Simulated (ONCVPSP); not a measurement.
# An all-electron radial function and its pseudo partner (O (Z = 8))

Columns: radius, all-electron u(r) and pseudo u(r) of the 2s shell (level -23.91 eV) of oxygen in the configuration [He] 2s2 2p4; PBE, non-relativistic, ONCV scheme, ONCVPSP 4.0.1.

| r (bohr) | all-electron | pseudo |
| --- | --- | --- |
| 0.053 | -0.3429 | 0.0635 |
| 0.105 | -0.4205 | 0.1279 |
| 0.158 | -0.3540 | 0.1959 |
| 0.210 | -0.2162 | 0.2636 |
| 0.262 | -0.0482 | 0.3315 |
| 0.315 | 0.1286 | 0.4019 |
| 0.368 | 0.2962 | 0.4746 |
| 0.420 | 0.4444 | 0.5475 |
| 0.473 | 0.5753 | 0.6202 |
| 0.525 | 0.6830 | 0.6870 |
| 0.578 | 0.7723 | 0.7495 |
| 0.630 | 0.8405 | 0.8065 |
| 0.683 | 0.8923 | 0.8604 |
| 0.735 | 0.9278 | 0.9061 |
| 0.788 | 0.9503 | 0.9402 |
| 0.840 | 0.9609 | 0.9581 |
| 0.893 | 0.9619 | 0.9616 |
| 0.945 | 0.9548 | 0.9548 |
| 0.998 | 0.9410 | 0.9410 |
| 1.050 | 0.9222 | 0.9222 |
| 1.102 | 0.8993 | 0.8993 |
| 1.155 | 0.8728 | 0.8728 |
| 1.208 | 0.8438 | 0.8438 |
| 1.260 | 0.8136 | 0.8136 |
| 1.313 | 0.7817 | 0.7817 |
| 1.365 | 0.7498 | 0.7498 |

(1) How many radial nodes do the two functions have?

(2) At about which radius was the pseudo-wave matched?

(3) Where does each function peak?

(4) Is the pseudo-wave norm-conserving?

Results:

(1) The all-electron 2s function has n − l − 1 = 1; the pseudo-wave has 0, since the states of the same l below it are removed with the core.

(2) 0.95 bohr. The columns agree to 0.0005 from 0.89 bohr on; several derivatives are matched, so the curves merge somewhat inside the radius.

(3) Outermost all-electron maximum near 0.89 bohr, pseudo maximum near 0.89 bohr (to the table’s step).

(4) Yes: the ONCV scheme keeps the norm inside the radius equal to the all-electron one, which fixes the energy derivative of the logarithmic derivative at the level.
